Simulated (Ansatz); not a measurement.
Geometry optimisation, RKS PBE/cc-pVDZ (Ansatz 0.2.0).

Input:

```yaml
crystal:
  periodic: [false, false, false]
  atoms:
    - { symbol: Si, position_ang: [-0.86998, 1.3533, 0.02872] }
    - { symbol: "N", position_ang: [0.51525, 0.09784, 0.14563] }
    - { symbol: B, position_ang: [1.15497, -0.59896, -0.97337] }
    - { symbol: C, position_ang: [1.89747, 0.49197, -0.25528] }
    - { symbol: H, position_ang: [-0.67103, 1.81943, -1.34042] }
    - { symbol: H, position_ang: [-0.51653, 2.26756, 1.10551] }
    - { symbol: H, position_ang: [-2.05215, 0.52768, 0.24022] }
    - { symbol: H, position_ang: [0.44961, -0.41961, 1.01829] }
    - { symbol: H, position_ang: [0.93573, -1.43895, -1.72593] }
    - { symbol: H, position_ang: [2.68493, 0.29147, 0.46158] }
    - { symbol: H, position_ang: [1.97427, 1.49869, -0.64753] }
total_charge: 1
basis:
  gaussian: { orbitals: cc-pVDZ }
hamiltonian:
  xc: pbe
relax:
  f_tol: 0.015
  max_steps: 40
output:
  orbitals: {}
```

Command:

```bash
$ ansatz run input.yaml --threads 2 --pin off --max-ram 3072MiB --backend cpu --events-out ev --progress --plain --runs-dir out
```

Problem. Where does it end, and by what steps?

Solution. The run converged. Limits of this set-up: the dipole of an ion depends on the origin. After 6 steps the energy has fallen by 0.190 eV; H6 moved furthest, 0.15 Å.

```tsv
step	energy less start (eV)	largest force component (eV/Å)	accepted
0	0.0000	1.002	yes
1	-0.1573	0.703	yes
2	-0.1875	0.247	yes
3	-0.1898	0.065	yes
4	-0.1896	0.066	no
5	-0.1903	0.018	yes
6	-0.1904	0.007	yes
```

```xyz
11
Properties=species:S:1:pos:R:3
Si -0.914 1.352 0.034
N 0.531 0.118 0.186
B 1.179 -0.587 -0.984
C 1.976 0.478 -0.265
H -0.740 1.866 -1.362
H -0.631 2.359 1.103
H -2.122 0.497 0.248
H 0.480 -0.444 1.054
H 0.914 -1.455 -1.757
H 2.760 0.200 0.461
H 2.070 1.504 -0.659
```

Whether the end is a true minimum wasn't checked by a vibrational analysis.

Run time: 15 s on 2 threads of Intel(R) Xeon(R) Platinum 8488C (Sapphire Rapids), on a shared host, peak memory 0.17 GiB.
